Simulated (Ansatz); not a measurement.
Saddle point of H$_{2}$BrO$_{2}$, doublet (HO₂ ([O][OH]) + HBr → H₂O₂ ([OH][OH]) + Br; bonds formed: H1–O3; bonds broken: H1–Br2), PBE0-D4/def2-TZVP structure:

```xyz
5
angstrom
H 0.5981 -0.6548 0.1137
Br 0.7674 -2.0150 -0.8376
O -0.0004 0.1275 0.7397
O -0.2053 1.1886 -0.0482
H -1.1598 1.3536 0.0323
```

Energies are electronic, without zero-point energy. Barriers and step energies count from the start structure reached by relaxing down the imaginary mode; all methods use the PBE0-D4 structures, on which another method's saddle can fall below an end. Computed with Ansatz 0.2.0 (basis: def2-TZVPP, with def2-QZVPP for the basis limit); correlated methods freeze the cores; orbitals are unrestricted. Filled d shells of the heavier atoms are correlated. The def2 sets are not built for correlating such inner shells, so the correlated values are less sure here. B3LYP uses VWN-RPA correlation. Extrapolation: Hartree–Fock as exp(−7.88 √X), correlation as X^−2.97.

```
      method  barrier (kJ/mol)  step energy (kJ/mol)
       SPW92                 ?                  -9.4
      PBE-D4               4.2                   1.2
     BLYP-D4               8.3                  -4.4
   r2SCAN-D4              15.9                   4.8
      B97M-V              28.7                  -3.5
     PBE0-D4              33.9                   8.7
    B3LYP-D4              30.8                   1.2
  r2SCAN0-D4              41.0                  10.5
    BHLYP-D4              64.2                   6.0
CAM-B3LYP-D4              47.1                   3.2
     wB97X-V                 ?                   8.6
     wB97M-V              53.1                  -2.5
      B2PLYP                 ?                   4.4
    PBE-QIDH              56.9                   7.6
  RPA on PBE              42.8                   7.8
          HF             124.8                  23.4
         MP2              63.5                 -14.6
        CCSD              73.9                   4.1
     CCSD(T)              62.8                   3.8
```

Fill in the withheld barriers. (To be estimated.)

The calculation gives: B2PLYP 45.5; wB97X-V 57.1; SPW92 -19.1 kJ/mol. Each is the energy of the saddle less that of the start structure, by the same method.

For comparison, the barrier by CCSD(T) at an estimated basis limit (MP2 extrapolated from triple and quadruple zeta, plus CCSD(T) − MP2 in triple zeta) is 61.0 kJ/mol.

No T1 diagnostic of these runs exceeds 0.029. ⟨S²⟩ of the unrestricted Hartree–Fock references: 0.76 to 0.80 (a pure state has 0.75).

Labels in which every atom is bracketed show which atoms are joined, not bond orders.

For scale, one of the runs: CCSD(T)/def2-TZVPP, 138 basis functions, launched by `ansatz run in.yaml --threads 4 --pin off --events-out ev --progress --plain --max-ram 9574MiB`. The run took 54 s on 4 CPU threads of a Oxide Virtual Turin-like (shared host), with 2.1 GiB of host memory at its peak.
